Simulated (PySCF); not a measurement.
**Working out the ionisation energy of As(2+)**

As(2+) [Ar] 3d10 4s2 4p1 (2P) → As(3+) [Ar] 3d10 4s2 (1S). Computed with PySCF 2.14 in dyall-av2z (16s12p8d, 92 functions), with the non-relativistic Hamiltonian (point nucleus). Frozen: [Ar] 3d10; the 34 highest virtual orbitals dropped. Energies in hartree (1 hartree = 27.21139 eV):

| part | As(2+) (lower) | As(3+) (upper) |
| --- | --- | --- |
| UHF | -2233.206036 | -2232.200096 |
| MP2 opposite-spin | -0.033928 | -0.029599 |
| MP2 same-spin | -0.002311 | 0.000000 |

**Question.** What does Hartree-Fock give?

**Answer.** (-2232.200096) − (-2233.206036) = 1.005940 hartree = 27.373 eV.

**Question.** What do MP2 and SCS-MP2 (6/5 opposite-spin, 1/3 same-spin) give?

**Answer.** The opposite-spin parts differ by 0.118 eV and the same-spin parts by 0.063 eV. MP2: 27.373 + (0.118) + (0.063) = 27.554 eV. SCS-MP2: 27.373 + 1.2 × (0.118) + (0.063)/3 = 27.536 eV.

A first-order spin-orbit estimate adds 0.201 eV to MP2 (valence), giving 27.755 eV against 28.349 ± 0.012 eV (measured; NIST Atomic Spectra Database, ionization energies).

The calculation is non-relativistic.

A double-zeta basis recovers only part of the correlation energy.

What remains against the reference includes basis incompleteness, the frozen core and correlation beyond second order.
